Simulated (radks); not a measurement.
Effect of the nuclear size on the promethium ion Pm2+, [Xe] 4f5. Calculated with a radial shooting solver on a logarithmic mesh with Libxc functionals: Dirac Kohn-Sham, exchange-only LDA, spin-unpolarised, spherical densities, finite nucleus; open shells fill j = l - 1/2 first; Fermi nuclear charge, rms radius 4.962 fm. The rms radius is varied about that value; shifts are against it.

rms radius (fm) = 4.441: total energy shift (eV) -2.89; density at nucleus (e/bohr^3) 5.034e+05; 1s1/2 shift (meV) -1200; 2s1/2 shift (meV) -150; 4p1/2 shift (meV) 0.208; 5s1/2 shift (meV) -1.21; 5p1/2 shift (meV) 0.045; 4f5/2 shift (meV) 0.141; 6s1/2 (empty) shift (meV) -0.186
rms radius (fm) = 4.5204: total energy shift (eV) -2.47; density at nucleus (e/bohr^3) 5.013e+05; 1s1/2 shift (meV) -1020; 2s1/2 shift (meV) -128; 4p1/2 shift (meV) 0.177; 5s1/2 shift (meV) -1.03; 5p1/2 shift (meV) 0.039; 4f5/2 shift (meV) 0.121; 6s1/2 (empty) shift (meV) -0.159
rms radius (fm) = 4.962: total energy shift (eV) 0; density at nucleus (e/bohr^3) 4.907e+05; 1s1/2 shift (meV) 0.000; 2s1/2 shift (meV) 0.000; 4p1/2 shift (meV) 0.000; 5s1/2 shift (meV) 0.000; 5p1/2 shift (meV) 0.000; 4f5/2 shift (meV) 0.000; 6s1/2 (empty) shift (meV) 0.000
rms radius (fm) = 5.1506: total energy shift (eV) 1.11; density at nucleus (e/bohr^3) 4.865e+05; 1s1/2 shift (meV) 459; 2s1/2 shift (meV) 57.5; 4p1/2 shift (meV) -0.079; 5s1/2 shift (meV) 0.463; 5p1/2 shift (meV) -0.017; 4f5/2 shift (meV) -0.054; 6s1/2 (empty) shift (meV) 0.071
rms radius (fm) = 5.7907: total energy shift (eV) 5.10; density at nucleus (e/bohr^3) 4.735e+05; 1s1/2 shift (meV) 2110; 2s1/2 shift (meV) 265; 4p1/2 shift (meV) -0.366; 5s1/2 shift (meV) 2.13; 5p1/2 shift (meV) -0.080; 4f5/2 shift (meV) -0.250; 6s1/2 (empty) shift (meV) 0.329

Slopes of the eigenvalues against <r^2> in GHz/fm^2, as finite differences over the two radii next to the reference (eigenvalue slopes, not the field-shift constants of lines): 1s1/2 58700, 2s1/2 7370, 4p1/2 -10.2, 5s1/2 59.3, 5p1/2 -2.23, 4f5/2 -6.94, 6s1/2 (empty) 9.15.
